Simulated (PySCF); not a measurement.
C4H7N3S.
Atom-mapped SMILES: `[CH3:1][S:2][c:3]1[n:4][n:5][cH:6][n:7]1[CH3:8]` (hydrogens: H9, H10, H11 on C1; H12 on C6; H13, H14, H15 on C8)

The same species was optimised twice, with GFN2-xTB and with PBE0-D3(BJ)/def2-SVP (PySCF), and the same property calculations (PySCF, gas phase) were run on both structures.

```csv
coordinate,GFN2-xTB,PBE0-D3(BJ)/def2-SVP,change
N4–N5 (Å),1.342,1.362,+0.020
S2–C3 (Å),1.733,1.744,+0.011
N7–C8 (Å),1.433,1.440,+0.007
C1–S2 (Å),1.811,1.804,-0.007
C6–N7 (Å),1.363,1.369,+0.006
N5–C6 (Å),1.297,1.302,+0.005
C3–N4 (Å),1.306,1.310,+0.004
C3–N7 (Å),1.366,1.365,-0.001
C6–N7–C8 (°),129.9,129.0,-0.9
C3–N7–C6 (°),103.0,103.6,+0.6
N4–N5–C6 (°),108.3,107.7,-0.6
S2–C3–N4 (°),126.9,127.3,+0.4
C3–N7–C8 (°),127.1,127.3,+0.2
S2–C3–N7 (°),122.4,122.1,-0.3
N4–C3–N7 (°),110.7,110.6,-0.1
C3–N4–N5 (°),107.3,107.3,0.0
C1–S2–C3–N4 (°),0,-2,-2
```

Rotational constants: A = 3083, B = 1527, C = 1034 MHz (GFN2-xTB) against A = 3067, B = 1509, C = 1025 MHz (PBE0-D3(BJ)/def2-SVP).

On the GFN2-xTB structure: lowest singlet, TDDFT (eV) 5.27 [PBE0/def2-SVPD]; lowest triplet, Tamm–Dancoff (eV) 4.59 [PBE0/def2-SVPD]; isotropic polarisability (au) 87.3 [PBE0/def2-SVPD]; HOMO (eV) -6.43 [PBE0/def2-SVPD]; LUMO (eV) 0.20 [PBE0/def2-SVPD]; dipole (D) 4.33 [PBE0/def2-SVPD]; HOMO (eV) -6.42 [PBE0/pcSseg-1]; LUMO (eV) 0.48 [PBE0/pcSseg-1]; dipole (D) 4.48 [PBE0/pcSseg-1]; GIAO shielding of C1 (ppm) 167.6 [PBE0/pcSseg-1]; GIAO shielding of S2 (ppm) 535.5 [PBE0/pcSseg-1]; GIAO shielding of C3 (ppm) 30.6 [PBE0/pcSseg-1]; GIAO shielding of N4 (ppm) -80.2 [PBE0/pcSseg-1]; GIAO shielding of N5 (ppm) -96.8 [PBE0/pcSseg-1]; GIAO shielding of C6 (ppm) 39.9 [PBE0/pcSseg-1]; GIAO shielding of N7 (ppm) 85.0 [PBE0/pcSseg-1]; GIAO shielding of C8 (ppm) 156.6 [PBE0/pcSseg-1].

Task: What do these properties become on the PBE0-D3(BJ)/def2-SVP structure?

Result: 
```csv
property,level,on GFN2-xTB,on PBE0-D3(BJ)/def2-SVP,change
"lowest singlet, TDDFT (eV)",PBE0/def2-SVPD,5.27,5.28,+0.01
"lowest triplet, Tamm–Dancoff (eV)",PBE0/def2-SVPD,4.59,4.62,+0.03
isotropic polarisability (au),PBE0/def2-SVPD,87.3,88.2,+0.9
HOMO (eV),PBE0/def2-SVPD,-6.43,-6.49,-0.06
LUMO (eV),PBE0/def2-SVPD,0.20,0.18,-0.02
dipole (D),PBE0/def2-SVPD,4.33,4.39,+0.06
"energy, GFN2-xTB geometry as zero (kcal/mol)",PBE0/def2-SVPD,0.0,-0.8,-0.8
HOMO (eV),PBE0/pcSseg-1,-6.42,-6.47,-0.05
LUMO (eV),PBE0/pcSseg-1,0.48,0.44,-0.04
dipole (D),PBE0/pcSseg-1,4.48,4.55,+0.07
"energy, GFN2-xTB geometry as zero (kcal/mol)",PBE0/pcSseg-1,0.0,-0.6,-0.6
GIAO shielding of C1 (ppm),PBE0/pcSseg-1,167.6,166.4,-1.2
GIAO shielding of S2 (ppm),PBE0/pcSseg-1,535.5,528.6,-6.9
GIAO shielding of C3 (ppm),PBE0/pcSseg-1,30.6,29.5,-1.1
GIAO shielding of N4 (ppm),PBE0/pcSseg-1,-80.2,-87.4,-7.2
GIAO shielding of N5 (ppm),PBE0/pcSseg-1,-96.8,-103.8,-7.0
GIAO shielding of C6 (ppm),PBE0/pcSseg-1,39.9,37.0,-2.9
GIAO shielding of N7 (ppm),PBE0/pcSseg-1,85.0,84.3,-0.7
GIAO shielding of C8 (ppm),PBE0/pcSseg-1,156.6,154.9,-1.7
```

The heavy atoms differ by 0.020 Å rms after alignment. Among bonds between heavy atoms N4–N5 changes most (+0.020 Å). Changes are differences of the printed values. Neither structure is proved a minimum here.

Shape of the structure used: `[CH3:1][S:2][c:3]1[n:4][n:5][cH:6][n:7]1[CH3:8]`: C1–S2–C3–N4 -2°.
